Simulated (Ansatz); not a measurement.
Relaxation of GeH5 (6 atoms, charge 0, multiplicity 2), to a largest force component of 0.03 eV/Å in at most 50 steps.

The calculation used Ansatz, UKS PBE0-D4/def2-SVP.

```xyz
6
Properties=species:S:1:pos:R:3
Ge 0.000 0.000 -0.066
H 0.000 0.000 1.483
H 1.448 0.000 -0.584
H -0.724 1.254 -0.584
H -0.724 -1.254 -0.584
H 0.000 0.000 3.346
```

Question: Where does it end, and by what steps?

Answer: The forces met the threshold. After 6 steps the energy has fallen by 0.030 eV; H6 moved furthest, 0.82 Å.

| step | energy less start (eV) | largest force component (eV/Å) | accepted |
| --- | --- | --- | --- |
| 0 | 0.0000 | 0.117 | yes |
| 1 | -0.0020 | 0.074 | yes |
| 2 | -0.0146 | 0.105 | yes |
| 3 | -0.0236 | 0.056 | yes |
| 4 | -0.0279 | 0.070 | yes |
| 5 | -0.0294 | 0.065 | yes |
| 6 | -0.0296 | 0.004 | yes |

```xyz
6
Properties=species:S:1:pos:R:3
Ge 0.000 0.000 -0.231
H 0.000 0.000 1.306
H 1.450 0.000 -0.743
H -0.724 1.255 -0.743
H -0.724 -1.255 -0.743
H 0.000 0.000 4.165
```

Whether the end is a true minimum wasn't checked by a vibrational analysis.

The run took 14 s on 1 thread of Arm Neoverse V1, with other jobs on the host, peak memory 0.13 GiB.
